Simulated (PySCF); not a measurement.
Several species in one continuum solvent.

Level: B3LYP/def2-SVPD in PySCF, non-relativistic, each on one gas-phase PBE0-D3(BJ)/def2-SVP geometry that isn't relaxed in the solvent. The solvent is an IEF-PCM continuum (Bondi radii, 1.10 Å for H, scaled by 1.2). Only the electrostatic response of the medium enters. Spin–orbit coupling is left out although an atom past zinc is present.

Problem. Order them by E(solvent) − E(gas) in chloroform (ε = 4.711), most negative first (kcal/mol).
A. `[CH3:1][C:2](=[S:3])[C@@:4]12[C@@H:5]3[C@H:6]4[C@@H:7]3[C@@H:8]1[C@@H:9]24` with C1–C2–C4–C5 0°
B. `[SH:1][C@:2]12[C@H:3]3[C@@H:4]4[C@@H:5]5[C@H:6]3[C@H:7]1[C@@H:8]5[C@H:9]24` with H–S1–C2–C3 63°
C. `[CH2:1]=[CH:2][c:3]1[cH:4][cH:5][cH:6][cH:7][c:8]1[SH:9]` with C1–C2–C3–C4 35°, C7–C8–S9–H -139°
D. `O=C([O-])C1=CC=CC(Br)=C1`

Solution. D (-44.8), A (-3.9), C (-2.6), B (-2.0).

| SMILES | charge | ΔE (kcal/mol) | polarisation term (kcal/mol) | HOMO shift (eV) | dipole gas (D) | dipole solvent (D) | atoms | lowest singlet, gas (eV) | lowest singlet, solvent (eV) |
| --- | --- | --- | --- | --- | --- | --- | --- | --- | --- |
| O=C([O-])c1cccc(Br)c1 | -1 | -44.8 | -47.3 | -3.63 | – | – | 14 | 3.55 | 4.33 |
| CC(=S)[C@@]12[C@@H]3[C@H]4[C@@H]3[C@@H]1[C@H]42 | 0 | -3.9 | -4.8 | -0.22 | 3.92 | 5.30 | 17 | 2.63 | 2.76 |
| C=Cc1ccccc1S | 0 | -2.6 | -2.9 | +0.01 | 1.22 | 1.55 | 17 | 4.25 | 4.28 |
| S[C@]12[C@H]3[C@@H]4C5[C@H]3[C@H]1[C@@H]5[C@@H]42 | 0 | -2.0 | -2.2 | -0.04 | 1.75 | 2.18 | 17 | 5.19 | 5.31 |

The ion comes first with 44.8 kcal/mol, the neutral species gain 3.9 at most. The polarisation term is half the interaction of the solute with the induced surface charges. No dipole is given for ions, as it depends on the origin. Singlets are vertical TDDFT energies (frozen core, non-equilibrium response), the lowest in each medium.
